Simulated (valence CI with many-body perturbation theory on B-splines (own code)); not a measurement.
# Ta: key properties

Method: relativistic CI+MBPT: five valence electrons over a frozen Dirac-Fock core [Xe] 4f14, radial functions for each j: 7 s, 7 p, 8 d, 6 f, 4 g, 1 h, with the one-electron correlation potential Σ1, the two-electron term Σ2, the three-electron term Σ3, Breit, model QED; selected CI, second order for the rest, scaled by the run's own slope (own B-spline code, finite nucleus).

Against 6 measured levels this calculation errs by 56 cm⁻¹ on average and by 151 at most. These come from a selection out of the NIST Handbook of Basic Atomic Spectroscopic Data. Levels without a partner in it may be off by more, other configurations by 1,000 to 4,000 cm⁻¹. Among the levels kept, up to 1500 cm⁻¹ of a level comes from second order outside the variational space, and about a tenth of that is noise between levels of different J, which matters for small intervals.

Names give the largest LS component (configuration and term), which can be under half, so a name can repeat, a term be missing and a line seem to break the LS rules; names also repeat where a configuration has a term twice.

Rates and lifetimes use the calculated energies. Strong lines usually hold to 10 to 20 %, long lifetimes can be off by a factor of two.

Q: What is the ground level?

A: 5d3 6s2 4F_3/2, composition 79 % 5d3 6s2 4F + 8 % 5d3 6s2 2D + 2 % 5d4 6s 4F, g = 0.445.

Q: Among levels below 23814 cm⁻¹, which E1 lines absorb most strongly from the ground level?

A: to 5d2 6s2 6p 2D°_3/2 at 482.9 nm, f = 0.00446; to 5d2 6s2 6p 4F°_3/2 at 462.0 nm, f = 0.00322; to 5d3 6s 6p 4D°_1/2 at 550.3 nm, f = 0.00302.

Q: What is the ionisation energy?

A: 7.4696 eV; NIST lists 7.54957 eV (measured).

Q: Name the longest-lived excited levels whose lifetime is computed, and their main decay.

A: 5d3 6s2 4P_1/2 at 6030 cm⁻¹ lives 31.7 s, mostly by M1 to 5d3 6s2 4F_3/2; 5d4 6s 6D_5/2 at 10550 cm⁻¹ lives 8.85 s, mostly by M1 to 5d4 6s 6D_3/2; 5d3 6s2 4F_9/2 at 5592 cm⁻¹ lives 8.51 s, mostly by M1 to 5d3 6s2 4F_7/2.

Q: How well does LS coupling describe the low levels?

A: Among the lowest 20 levels the leading LS term, summed over configurations, holds 81 % on average. For single configurations the figures are 68 % in LS and 53 % in jj coupling. Terms mix most in the J = 9/2 level at 10903 cm⁻¹, where the leading one holds 43 %.
